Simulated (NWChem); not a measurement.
Species: C₂H₃AuClN; SMILES CC#[N]->[Au][Cl]

No frequency run checked for a minimum. def2 effective core potentials on Au; no spin-orbit coupling.

Task: Give the equilibrium geometry at PBE0/def2-SVP with def2 effective core potentials on Au (NWChem) as an XYZ file, with the point group.

Result: point group C3v; any orientation.
```
8

Au     0.1727     0.1953    -0.2778
Cl     1.1949     1.3438    -1.9195
C     -1.9167    -2.1433     3.0677
C     -1.2563    -1.4060     2.0124
N     -0.7304    -0.8179     1.1712
H     -1.9055    -1.5568     3.9979
H     -1.3980    -3.0977     3.2393
H     -2.9597    -2.3478     2.7853
```
